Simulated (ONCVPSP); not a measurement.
**Gd (Z = 64), ONCV: configuration errors across variants**

ONCVPSP 4.0.1 input, shortened (lines: element, Z, core and valence counts, functional; n l f; lmax; l rc ep ncon nbas qcut; lloc lpopt rc5 dvloc0; l nproj debl; icmod fcfact rcfact), PBE, scalar-relativistic:

```
  Gd 64.00   12    2        4      upf
    1    0    2.00
    2    0    2.00
    2    1    6.00
    3    0    2.00
    3    1    6.00
    3    2   10.00
    4    0    2.00
    4    1    6.00
    4    2   10.00
    4    3    7.00
    5    0    2.00
    5    1    6.00
    5    2    2.00
    6    0    1.00
    2
    0    3.00    0.00    3    7    1.80
    1    3.20    0.15    4    9    2.50
    2    3.15    0.00    4    8    5.40
    4    5    1.85    2.00
    0    2    2.50
    1    2    1.40
    2    2    3.60
    0    0.00    0.00
```

All-electron excitation energies from the reference (eV): (1) 5d1 6s2 -1.770; (2) 5d1 6s1 4.875; (3) 5d1 6s0 16.975; (4) 5d1 6s1 6p1 1.099.

1 further variants failed, have other tests or too few solved ones, and are left out.

A true bound ghost makes a file unfit for plane-wave use even where its test errors are small: the radial tests pick states by their node count and pass the ghost by.

Errors AE − PS in meV (a dash: test not solved or not reliable):

| change | (1) | (2) | (3) | (4) | bound ghosts | GHOST(+) flags above zero |
| --- | --- | --- | --- | --- | --- | --- |
| base | +44 | +22 | +188 | +33 | none | s, p |
| local potential polynomial inside 2.80 bohr (lpopt 5, dvloc0 1 Ha) | +44 | +21 | +187 | +32 | none | s, p |
| s: qcut 1.7; p: qcut 2.4; d: qcut 5.2 | +46 | +23 | +187 | +35 | none | s, p |
| s: nproj 1 | +44 | +21 | – | +33 | s | p |
| local potential polynomial inside 1.85 bohr (lpopt 5, dvloc0 6 Ha) | +44 | +21 | +188 | +32 | none | s, p |
| p: ncon 3, nbas 8 | +44 | +22 | +188 | +32 | none | s, p |

Problem. Give the same row for: s: debl 0.55.

Solution. +44, +20, +189, +33; bound ghosts: s; GHOST(+) flags above zero: p.
